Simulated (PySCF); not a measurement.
C₂H₄N, charge +1, singlet, geometry from GFN2-xTB; PBE0-D3BJ/6-31G* run with PySCF.

The PySCF input:
```python
from pyscf import gto, scf, dft

mol = gto.M(
    atom='''
C     0.00334141    0.00125523   -1.23755640
C    -0.00040118   -0.00015071    0.14858327
N    -0.00350170   -0.00131545    1.29692576
H     0.00839961    1.03012222   -1.61351707
H     0.89303023   -0.51610608   -1.61269688
H    -0.88835179   -0.50910325   -1.61749951
H    -0.00620750   -0.00233191    2.29907192
''',
    basis='6-31g*',
    charge=1,
    verbose=4,
)

mf = dft.RKS(mol)
mf.xc = 'pbe0'
mf.disp = 'd3bj'
mf.kernel()
mf.analyze()
```

### Question
Write the output that PySCF gives for this input, abridged.

### Answer

```
PySCF version 2.14.0

[INPUT] verbose = 4
[INPUT] num. atoms = 7
[INPUT] num. electrons = 22
[INPUT] charge = 1
[INPUT] spin (= nelec alpha-beta = 2S) = 0
[INPUT] symmetry False subgroup None
[INPUT] Mole.unit = angstrom
[INPUT] Symbol           X                Y                Z      unit          X                Y                Z       unit  Magmom
[...]
nuclear repulsion = 66.1816807619696
number of shells = 26
number of NR pGTOs = 97
number of NR cGTOs = 50
basis = 6-31g*
ecp = {}

******** <class 'pyscf.dft.rks.RKS'> ********
method = RKS
initial guess = minao
damping factor = 0
level_shift factor = 0
DIIS = <class 'pyscf.scf.diis.CDIIS'>
diis_start_cycle = 1
diis_space = 8
diis_damp = 0
SCF conv_tol = 1e-09
SCF conv_tol_grad = None
SCF max_cycles = 50
direct_scf = True
direct_scf_tol = 1e-13
XC library pyscf.dft.libxc version 7.1.2
    S. Lehtola, C. Steigemann, M. J. T. Oliveira, and M. A. L. Marques,  SoftwareX 7, 1–5 (2018)
XC functionals = pbe0
    C. Adamo and V. Barone,  J. Chem. Phys. 110, 6158 (1999)
    M. Ernzerhof and G. E. Scuseria,  J. Chem. Phys. 110, 5029 (1999)
radial grids:
    Treutler-Ahlrichs [JCP 102, 346 (1995); DOI:10.1063/1.469408] (M4) radial grids

becke partition: Becke, JCP 88, 2547 (1988); DOI:10.1063/1.454033
pruning grids: <function nwchem_prune>
grids dens level: 3
symmetrized grids: False
atomic radii adjust function: <function treutler_atomic_radii_adjust>
small_rho_cutoff = 0
Set gradient conv threshold to 3.16228e-05
Initial guess from minao.
tot grids = 81376
Calc dispersion correction with DFTD3.
Parameters: xc=pbe0, version=d3bj, atm=False
init E= -133.577967580978
[...]
cycle= 1 E= -132.88347975118  delta_E= 0.694  |g|= 0.248  |ddm|= 2.53
[...]
cycle= 2 E= -132.879832376161  delta_E= 0.00365  |g|= 0.298  |ddm|= 0.516
[...]
cycle= 3 E= -132.896352039392  delta_E= -0.0165  |g|= 0.11  |ddm|= 0.235
[...]
cycle= 4 E= -132.898916065639  delta_E= -0.00256  |g|= 0.0267  |ddm|= 0.0838
[...]
cycle= 5 E= -132.899087875696  delta_E= -0.000172  |g|= 0.00218  |ddm|= 0.0194
[...]
cycle= 6 E= -132.899088936254  delta_E= -1.06e-06  |g|= 0.000522  |ddm|= 0.00233
[...]
cycle= 7 E= -132.899089004734  delta_E= -6.85e-08  |g|= 0.000128  |ddm|= 0.000535
[...]
cycle= 8 E= -132.899089008942  delta_E= -4.21e-09  |g|= 1.49e-05  |ddm|= 0.000112
[...]
cycle= 9 E= -132.899089009  delta_E= -5.8e-11  |g|= 1.07e-06  |ddm|= 1.42e-05
[...]
Extra cycle  E= -132.899089009  delta_E= -5.68e-13  |g|= 9.44e-07  |ddm|= 1.71e-06
converged SCF energy = -132.899089009
**** SCF Summaries ****
Total Energy =                        -132.899089009000335
Nuclear Repulsion Energy =              66.181680761969616
One-electron Energy =                 -302.884133456192956
Two-electron Energy =                  103.806064622261289
Two-electron Coulomb Energy =          122.570131112515128
DFT Exchange-Correlation Energy =      -18.764066490253846
HOMO-LUMO gap [eV] =                    10.479071170062076
Empirical Dispersion Energy =           -0.002700937038265
**** MO energy ****
[...]
 ** Mulliken pop on meta-lowdin orthogonal AOs  **
 ** Mulliken pop  **
 ** Mulliken atomic charges  **
charge of    0C =     -0.35845
charge of    1C =      0.39195
charge of    2N =     -0.03964
charge of    3H =      0.21643
charge of    4H =      0.21643
charge of    5H =      0.21643
charge of    6H =      0.35686

WARN: System has nonzero charge 1; the dipole moment is origin-dependent.
Location of origin: [0. 0. 0.]

Dipole moment(X, Y, Z, Debye): -0.00247, -0.00092,  0.91287
```
